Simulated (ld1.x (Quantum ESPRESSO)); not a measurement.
## platinum (Pt): TM pseudisation with revPBE, scalar-relativistic reference atom.

Pt, norm-conserving Troullier–Martins (Kleinman–Bylander form), made with ld1.x (Quantum ESPRESSO) 7.5 (revPBE, scalar-relativistic). Core [Kr] 4d10 4f14, reference 5s2 5p6 5d9 6s1 6p0. Waves: 5s (bound): rc 1.25 bohr; 5p (bound): rc 1.05 bohr; 5d (bound): rc 1.95 bohr. Local part: the d channel. Core correction: none.

Occupied shells without a wave of their own: 6s. They enter only through the test configuration that unscreens the potential.

All-electron outer shells of the reference configuration (revPBE, scalar-relativistic, ld1.x):

```csv
shell,level (eV),outermost node (bohr),outermost maximum (bohr)
4d,-306.76,0.20,0.42
5s,-101.72,0.49,0.87
4f,-69.98,–,0.38
5p,-55.94,0.53,0.98
5d,-6.07,0.57,1.26
6s,-5.56,1.14,2.38
6p,-0.81,1.36,3.74
```

Task: Does the generator finish with these settings?

Result: Yes, a potential is produced.

Task: Estimate the cutoffs (Ry, on a coarse ladder) from which the occupation-weighted sum of valence levels, in a spherical-Bessel basis at the reference potential, stays within 10 and 1 mRy of its value at 400 Ry.

Result: 140 Ry and 230 Ry.

Task: Does the potential have ghost states?

Result: Ghost states, extra bound levels that the all-electron valence spectrum of the same l lacks: s at -17914.0 eV, p at -495.5 eV. A true bound ghost makes a file unfit for plane-wave use.

Task: Tests: 5s2 5p6 5d9 6s0 6p0; 5s2 5p6 5d8 6s0 6p0; 5s2 5p6 5d7 6s0 6p0; 5s2 5p6 5d6 6s0 6p0; 5s1 5p6 5d9 6s1 6p0; 5s2 5p6 5d10 6s0 6p0; 5s2 5p6 5d8 6s1 6p1. Which has the largest error in its energy relative to the reference configuration, and how large is it?

Result: 5s2 5p6 5d6 6s0 6p0, with +1677 meV (all-electron minus pseudo) on +106.66 eV.
